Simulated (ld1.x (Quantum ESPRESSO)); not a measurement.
## calcium (Ca) ultrasoft: all-electron and pseudo phase curves

calcium, ultrasoft, made with ld1.x (Quantum ESPRESSO) 7.5 (PBE, fully relativistic). Core [Ne], reference 3s2 3p6 3d1 4s1 4p0. Waves: 3s (bound): rcut 1.55, rcutus 1.90 bohr; 4s (bound): rcut 1.55, rcutus 1.90 bohr; 3p (bound): rcut 1.80, rcutus 2.30 bohr; 4p (bound, empty): rcut 1.80, rcutus 2.30 bohr; 3d (bound): rcut 2.45, rcutus 3.00 bohr; 3d channel at 0.85 Ry: rcut 2.45, rcutus 3.00 bohr; 4f channel at -0.2 Ry: rcut 2.80, rcutus 3.20 bohr; 4f channel at 1.8 Ry: rcut 2.80, rcutus 3.20 bohr. Local part: all-electron potential smoothed inside 2.75 bohr (lloc = -1). Core correction: a·sin(br)/r model core inside 1.15 bohr. Augmentation charge: built from norm-conserving waves at rcut, not smoothed further.

Open shells are filled in proportion to 2j + 1 (rel_dist='average').

The phase is arctan(r·u′/u) with u = r·R(r), unwrapped; energies in Ry, scanned from -5 to 5 Ry. A pole is an energy at which the radial function vanishes at the test radius. The pseudo phase is shifted by a multiple of π to meet the all-electron one at the reference energy, and phase errors are pseudo minus all-electron; the curves can meet again beyond the range given. Levels narrower than the energy grid can be missing from the lists of poles. n/a: not evaluated, since a narrow level or a reset projector energy made the automatic matching unsafe.

**Question.** For each channel, where are the poles, and over which energies does the pseudopotential scatter like the atom?

**Answer.**

```json
{"channel": "s", "radius (bohr)": "3.48", "reference energy (Ry)": "-0.24", "poles, all-electron": "0.99", "poles, pseudo": "-3.30, -0.62, 1.60", "unbroken range about the reference energy with phases within 0.05 rad": "n/a", "phase error 1 Ry above the reference energy (rad)": "n/a"}
{"channel": "p1/2", "radius (bohr)": "3.48", "reference energy (Ry)": "-0.09", "poles, all-electron": "-1.90, 1.61", "poles, pseudo": "-1.93, 0.40, 2.95", "unbroken range about the reference energy with phases within 0.05 rad": "not even at the reference energy", "phase error 1 Ry above the reference energy (rad)": "-2.680"}
{"channel": "p3/2", "radius (bohr)": "3.48", "reference energy (Ry)": "-0.09", "poles, all-electron": "-1.87, 1.63", "poles, pseudo": "-1.90, 0.34, 2.96", "unbroken range about the reference energy with phases within 0.05 rad": "not even at the reference energy", "phase error 1 Ry above the reference energy (rad)": "-2.695"}
{"channel": "d3/2", "radius (bohr)": "3.48", "reference energy (Ry)": "-0.06", "poles, all-electron": "0.18, 2.71", "poles, pseudo": "0.22", "unbroken range about the reference energy with phases within 0.05 rad": "n/a", "phase error 1 Ry above the reference energy (rad)": "n/a"}
{"channel": "d5/2", "radius (bohr)": "3.48", "reference energy (Ry)": "-0.06", "poles, all-electron": "0.18, 2.71", "poles, pseudo": "0.22", "unbroken range about the reference energy with phases within 0.05 rad": "n/a", "phase error 1 Ry above the reference energy (rad)": "n/a"}
{"channel": "f5/2", "radius (bohr)": "3.48", "reference energy (Ry)": "-0.20", "poles, all-electron": "2.62", "poles, pseudo": "2.60", "unbroken range about the reference energy with phases within 0.05 rad": "below 1.2", "phase error 1 Ry above the reference energy (rad)": "-0.012"}
{"channel": "f7/2", "radius (bohr)": "3.48", "reference energy (Ry)": "-0.20", "poles, all-electron": "2.62", "poles, pseudo": "2.60", "unbroken range about the reference energy with phases within 0.05 rad": "below 1.2", "phase error 1 Ry above the reference energy (rad)": "-0.012"}
```

A Bessel basis up to 400 Ry misses an occupied level by 0.56 Ry, so cutoffs and ghosts were not judged. The potential misses its own reference levels by up to 0.5 eV.

Phases in the p3/2 channel:

```tsv
E (Ry)	all-electron	pseudo
-5.00	1.438	1.438
-4.74	1.434	1.434
-4.48	1.429	1.429
-4.22	1.425	1.425
-3.96	1.419	1.420
-3.70	1.413	1.414
-3.44	1.407	1.407
-3.18	1.399	1.399
-2.92	1.389	1.390
-2.66	1.378	1.379
-2.40	1.362	1.363
-2.14	1.332	1.332
-1.88	-1.530	-1.652
-1.62	-1.784	-1.782
-1.36	-1.821	-1.814
-1.10	-1.858	-1.846
-0.84	-1.907	-1.885
-0.58	-1.981	-1.940
-0.32	-2.111	-2.023
-0.06	-2.397	-2.169
0.20	-3.136	-2.522
0.46	-4.014	-5.913
0.72	-4.381	-6.810
0.98	-4.540	-7.296
1.24	-4.629	-7.516
1.50	-4.689	-7.633
1.76	-4.735	-7.704
2.02	-4.776	-7.753
2.28	-4.816	-7.789
2.54	-4.863	-7.818
2.80	-4.922	-7.841
3.06	-5.014	-7.862
3.32	-5.187	-7.880
3.58	-5.642	-7.898
3.84	-6.711	-7.915
4.10	-7.331	-7.932
4.36	-7.548	-7.950
4.62	-7.650	-7.971
4.88	-7.710	-7.994
```
